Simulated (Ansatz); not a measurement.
# Cost against result

Saddle point of GeH₃SBr, singlet (GeH₃SBr ([SH][GeH2][Br]) → GeH₂S ([S][GeH2]) + HBr; bonds formed: Br2–H4; bonds broken: Ge1–Br2, S3–H4), PBE0-D4/def2-TZVP structure:

Ge1  (-0.128, 0.558, 0.581)
Br2  (-0.632, -1.391, -1.436)
S3  (1.894, 0.285, 0.270)
H4  (0.751, -0.974, -1.022)
H5  (-0.954, 1.676, -0.078)
H6  (-0.931, -0.153, 1.685)
(Å)

Barriers are electronic and count from the start structure reached by relaxing down the imaginary mode.

Ansatz 0.2.0; basis: as named in each row; cores frozen in the correlated methods. Filled d shells of the heavier atoms are correlated. The def2 sets are not built for correlating such inner shells, so the correlated values are less sure here. B3LYP uses VWN-RPA correlation. Extrapolation: Hartree–Fock as exp(−7.88 √X), correlation as X^−2.97.

Times are rough, for one single point on 4 threads of a shared host (Intel Xeon).

The estimate by CCSD(T) at an estimated basis limit (MP2 extrapolated from triple and quadruple zeta, plus CCSD(T) − MP2 in triple zeta) is 2.010 eV.

```
      method       basis  time (s)  barrier (eV)  method less estimate
          HF      STO-3G   under 1         4.558                 2.548
       SPW92    def2-SVP         1         1.705                -0.305
      PBE-D4      STO-3G         1         2.902                 0.891
      PBE-D4    def2-SVP         2         1.747                -0.263
       SPW92  def2-TZVPP         2         1.746                -0.264
    B3LYP-D4       6-31G         2         1.890                -0.121
     PBE0-D4    def2-SVP         2         1.952                -0.058
     BLYP-D4  def2-TZVPP         3         1.793                -0.217
      PBE-D4  def2-TZVPP         3         1.793                -0.218
    B3LYP-D4  def2-TZVPP         4         1.965                -0.045
    BHLYP-D4  def2-TZVPP         4         2.187                 0.177
     PBE0-D4  def2-TZVPP         4         1.995                -0.015
   r2SCAN-D4  def2-TZVPP         5         1.962                -0.048
CAM-B3LYP-D4  def2-TZVPP         6         2.096                 0.086
     wB97M-V    def2-SVP         7         2.033                 0.023
  r2SCAN0-D4  def2-TZVPP         7         2.087                 0.077
      B97M-V  def2-TZVPP         8         1.981                -0.030
      B2PLYP  def2-TZVPP         8         2.025                 0.015
     CCSD(T)    def2-SVP         8         2.089                 0.079
     wB97X-V  def2-TZVPP         9         2.163                 0.153
  RPA on PBE  def2-TZVPP         9         2.050                 0.040
     wB97M-V  def2-TZVPP        11         2.074                 0.064
    PBE-QIDH  def2-TZVPP        11         2.119                 0.109
         MP2  def2-QZVPP        28         2.009                -0.001
     CCSD(T)  def2-TZVPP        80         2.085                 0.075
```

All methods are single points on the PBE0-D4 structures.

The T1 diagnostic stays at or below 0.014.

Labels in which every atom is bracketed show which atoms are joined, not bond orders.
